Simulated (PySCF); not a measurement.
**Vibration and rotation of KTe**

UHF-CCSD(T) constants of KTe, ²Π (doublet), unpaired electrons π ↑ (PySCF, spin-free X2C with a Gaussian nucleus, basis sets K x2c-SVPall, Te x2c-SVPall; masses 38.9637 and 129.9062 u):

| Quantity | Value |
| --- | --- |
| ωe | 166.5 cm⁻¹ |
| ωexe | 0.385 cm⁻¹ |
| Be | 0.054305 cm⁻¹ |
| αe | 0.000226 cm⁻¹ |
| D (centrifugal) | 2.31e-08 cm⁻¹ |
| De to K + Te | 1.83 eV |

**Question.** Give the vibrational terms G(v) and spacings up to v = 6.

**Answer.** G(v) = ωe(v+½) − ωexe(v+½)².

```csv
v,G(v) (cm⁻¹),G(v) − G(v−1),Bv (cm⁻¹)
0,83.2,,0.05419
1,248.9,165.7,0.05397
2,413.8,165.0,0.05374
3,578.0,164.2,0.05351
4,741.5,163.4,0.05329
5,904.1,162.6,0.05306
6,1066.0,161.9,0.05284
```

**Question.** How well does the Morse estimate ωe²/(4ωexe) reproduce De, and what is D0?

**Answer.** It gives 2.23 eV, 122 % of the computed De. D0 = De − G(0) = 1.83 − 0.01 = 1.82 eV.

Correlated steps freeze 23 core orbitals. Correlated levels converge slowly with the basis: in double zeta they bind strong bonds too weakly, by up to about 1 eV, and carry superposition errors of some tenths. These are scalar-relativistic numbers at best; spin–orbit coupling would shift them, the dissociation energy most. The state is the lowest determinant that a PBE0 search found; another state may lie lower at other levels.
